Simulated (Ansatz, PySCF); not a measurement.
This Ansatz (an electronic-structure program) input computes a CAM-B3LYP/def2-TZVPD energy:

Ansatz 0.2 input:
```yaml
crystal:
  periodic: [false, false, false]
  atoms:
    - {symbol: Ba, position_ang: [0.00000000, 0.00000000, 0.00000000]}
    - {symbol: F, position_ang: [-0.00000000, -0.00000000, -2.23093736]}
    - {symbol: F, position_ang: [0.00000000, 0.00000000, 2.23093736]}
basis:
  gaussian:
    orbitals: def2-TZVPD
hamiltonian:
  xc: {name: CAM-B3LYP}
total_charge: 1
magnetization: {spin_polarized: true, initial_magnetization: 1}
output: {forces: true}
```

Problem. Write an input for the same energy in PySCF and say what it gives.

Solution. 
```python
from pyscf import gto, scf, dft

mol = gto.M(
    atom='''
    Ba    0.00000000    0.00000000    0.00000000
    F    -0.00000000   -0.00000000   -2.23093736
    F     0.00000000    0.00000000    2.23093736
    ''',
    basis='def2-tzvpd',
    ecp='def2-tzvp',
    charge=1,
    spin=1,
    symmetry='D2h',
    verbose=4,
)

mf = dft.UKS(mol, xc='camb3lyp').density_fit(auxbasis='def2-universal-jkfit')
mf.grids.level = 3
mf.conv_tol = 1e-9
mf.max_cycle = 100
mf.max_memory = 1500
mf.kernel()
if not mf.converged:
    mf = mf.newton()
    mf.kernel(mf.make_rdm1())
mf.analyze()
```
It gives -224.95949 Eh, and Ansatz -224.96453 Eh, a difference of 5.04 mEh. That is more than fitting and grids explain: the two runs ended on different electronic states or use different definitions.
